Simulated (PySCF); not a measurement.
Al(H)2(nBu), SMILES C(CC)[CH2][AlH2], GFN2-xTB optimised geometry.

```
16

Al    -2.39    -0.83     0.00
H     -3.34    -2.06    -0.03
H     -3.13     0.54     0.00
C     -0.39    -0.83     0.00
C     -0.04     0.65    -0.22
C      1.44     0.97    -0.07
C      2.30     0.33    -1.15
H      0.07    -1.17     0.94
H      0.07    -1.44    -0.79
H     -0.38     0.96    -1.21
H     -0.61     1.26     0.51
H      1.58     2.06    -0.11
H      1.79     0.64     0.92
H      1.96     0.62    -2.14
H      2.27    -0.76    -1.08
H      3.34     0.64    -1.04
```

Density from PySCF with B3LYP/def2-TZVP at that geometry.

Minimum of the electron density along straight lines between bonded atoms, close to the bond critical point (lines longer than 1.1 times the sum of covalent radii, or with two minima, are not listed):

```json
[
 {"bond": "Al1–H2", "length / Å": "1.550", "ρ at the minimum / e bohr⁻³": "0.088", "∇²ρ there / e bohr⁻⁵": "0.24", "position (fraction from the first atom)": "0.51"},
 {"bond": "Al1–H3", "length / Å": "1.554", "ρ at the minimum / e bohr⁻³": "0.087", "∇²ρ there / e bohr⁻⁵": "0.24", "position (fraction from the first atom)": "0.51"},
 {"bond": "Al1–C4", "length / Å": "1.998", "ρ at the minimum / e bohr⁻³": "___", "∇²ρ there / e bohr⁻⁵": "___", "position (fraction from the first atom)": "0.40"},
 {"bond": "C4–C5", "length / Å": "1.543", "ρ at the minimum / e bohr⁻³": "0.236", "∇²ρ there / e bohr⁻⁵": "-0.55", "position (fraction from the first atom)": "0.50"},
 {"bond": "C5–C6", "length / Å": "1.529", "ρ at the minimum / e bohr⁻³": "0.248", "∇²ρ there / e bohr⁻⁵": "-0.62", "position (fraction from the first atom)": "0.50"},
 {"bond": "C6–C7", "length / Å": "1.525", "ρ at the minimum / e bohr⁻³": "0.247", "∇²ρ there / e bohr⁻⁵": "-0.62", "position (fraction from the first atom)": "0.50"},
 {"bond": "C4–H8", "length / Å": "1.100", "ρ at the minimum / e bohr⁻³": "0.267", "∇²ρ there / e bohr⁻⁵": "-0.87", "position (fraction from the first atom)": "0.63"},
 {"bond": "C4–H9", "length / Å": "1.098", "ρ at the minimum / e bohr⁻³": "0.270", "∇²ρ there / e bohr⁻⁵": "-0.89", "position (fraction from the first atom)": "0.63"},
 {"bond": "C5–H10", "length / Å": "1.096", "ρ at the minimum / e bohr⁻³": "0.277", "∇²ρ there / e bohr⁻⁵": "-0.94", "position (fraction from the first atom)": "0.63"},
 {"bond": "C5–H11", "length / Å": "1.099", "ρ at the minimum / e bohr⁻³": "0.277", "∇²ρ there / e bohr⁻⁵": "-0.94", "position (fraction from the first atom)": "0.64"},
 {"bond": "C6–H12", "length / Å": "1.093", "ρ at the minimum / e bohr⁻³": "0.280", "∇²ρ there / e bohr⁻⁵": "-0.96", "position (fraction from the first atom)": "0.63"},
 {"bond": "C6–H13", "length / Å": "1.093", "ρ at the minimum / e bohr⁻³": "0.279", "∇²ρ there / e bohr⁻⁵": "-0.96", "position (fraction from the first atom)": "0.63"},
 {"bond": "C7–H14", "length / Å": "1.088", "ρ at the minimum / e bohr⁻³": "0.280", "∇²ρ there / e bohr⁻⁵": "-0.96", "position (fraction from the first atom)": "0.64"},
 {"bond": "C7–H15", "length / Å": "1.087", "ρ at the minimum / e bohr⁻³": "0.281", "∇²ρ there / e bohr⁻⁵": "-0.97", "position (fraction from the first atom)": "0.64"},
 {"bond": "C7–H16", "length / Å": "1.088", "ρ at the minimum / e bohr⁻³": "0.280", "∇²ρ there / e bohr⁻⁵": "-0.96", "position (fraction from the first atom)": "0.64"}
]
```

Fill in the missing entries.


- Al1–C4, ρ at the minimum / e bohr⁻³: 0.082
- Al1–C4, ∇²ρ there / e bohr⁻⁵: 0.21
